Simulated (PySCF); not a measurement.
# [HgH3]-: fields on a plane

Method: PBE0 in PySCF with Hg def2-TZVPD with ECP60, H def2-TZVPD; scalar-relativistic core potentials, no spin–orbit coupling; density-fitted integrals.

The singlet minimum has Hg–H 1.764 Å (×3); H–Hg–H 120.0° (×3).

The plane holds Hg1 at (0.00, 0.00), H2 at (1.76, 0.00), H3 at (-0.88, 1.53), H4 at (-0.88, -1.53) Å. Columns run from x = -2.85 to 4.05 Å, rows from y = 3.75 (top) to -3.45 Å, in steps of 0.3 Å. Other isomers or separated fragments may lie lower. Core electrons replaced by a potential are absent, the electrostatic potential uses the reduced nuclear charge, and values within about 0.7 Å of such atoms have no physical meaning.

Task: Give the electron localisation function (set to 0 where the density is under 0.005 e/Å³). Lower edges of the bins: '_' 0.000, '.' 0.100, ':' 0.200, '-' 0.300, '=' 0.400, '+' 0.500, '*' 0.600, '#' 0.700, '%' 0.800, '@' 0.900; top 1.00, each point printed twice.

Result: 
```
________________________________________________
________________________________________________
________##%%%%%%%%**____________________________
______%%@@@@@@@@@@%%**::________________________
____%%@@@@@@@@@@@@@@##==..______________________
__**@@@@@@@@@@@@@@@@##==::..____________________
__##@@@@@@@@@@@@@@@@##==::::......______________
__##@@@@@@@@@@@@@@%%++----::::--======__________
__**%%@@@@@@@@@@@@++----------++##%%%%##________
__==**%%@@@@@@##--::--------++##@@@@@@@@##______
__::==++**++==::--==++==----**@@@@@@@@@@@@**____
__..::--==------**####**----##@@@@@@@@@@@@%%____
____..::------++##____##==::%%@@@@@@@@@@@@%%____
____..::------++##____##==::%%@@@@@@@@@@@@%%____
__..::--==------**####**----##@@@@@@@@@@@@%%____
__::==++**++==::--==++==----**@@@@@@@@@@@@**____
__==**%%@@@@@@##--::--------++##@@@@@@@@##______
__**%%@@@@@@@@@@@@++----------++##%%%%##________
__##@@@@@@@@@@@@@@%%++----::::--======__________
__##@@@@@@@@@@@@@@@@##==::::......______________
__**@@@@@@@@@@@@@@@@##==::..____________________
____%%@@@@@@@@@@@@@@##==..______________________
______%%@@@@@@@@@@%%**::________________________
________##%%%%%%%%**____________________________
________________________________________________
```

Task: Give the electrostatic potential (V) (cut at 20 V). Lower edges of the bins (V): '0' -6.01, '1' -5.86, '2' -5.61, '3' -5.23, '4' -4.62, '5' -3.65, '6' -2.11, '7' 0.33, '8' 4.19, '9' 10.30; top 20.0.

Result: 
```
555444444444444555555555
544444444444444445555555
444433333333444444555555
444332222223334444445555
443322221112233344444555
433223443100122333444455
432235775200112233344455
332137997432211122334445
321137997655420001233444
321025788887642001123444
321014689999864432223344
321025799999976775323344
321135899999988997422344
321135899999988997422344
321025799999976775323344
321014689999864432223344
321025788887642001123444
321137997655420001233444
332137997432211122334445
432235775200112233344455
433223443100122333444455
443322221112233344444555
444332222223334444445555
444433333333444444555555
544444444444444445555555
```

The lowest empty level of this anion is unbound, so it and the gap depend on the basis. No spin–orbit coupling is included, which matters more the heavier the element.
